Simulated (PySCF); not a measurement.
Correlation energy of Cr+ (chromium, charge +1)

[Ar] 3d4 4p1, one real determinant (an excited configuration). All numbers are calculated (PySCF 2.14, the non-relativistic Hamiltonian (point nucleus), in dyall-av2z (16s12p7d2f, 101 functions)). Frozen: [Ar]; 5 electrons correlated; the 25 highest virtual orbitals of each spin left out.

MP2 pair energies summed by pair of shells (mhartree):

| pair | energy | share (%) |
| --- | --- | --- |
| 3d-3d | -36.59 | 84.2 |
| 3d-4p | -6.85 | 15.8 |

Total MP2 correlation energy: -43.44 mhartree.

Same-spin part -43.44 and opposite-spin part 0.00 mhartree; SCS-MP2 scales them by 1/3 and 6/5 to -14.48 mhartree.

The reference is one real determinant that mixes LS terms of this configuration.
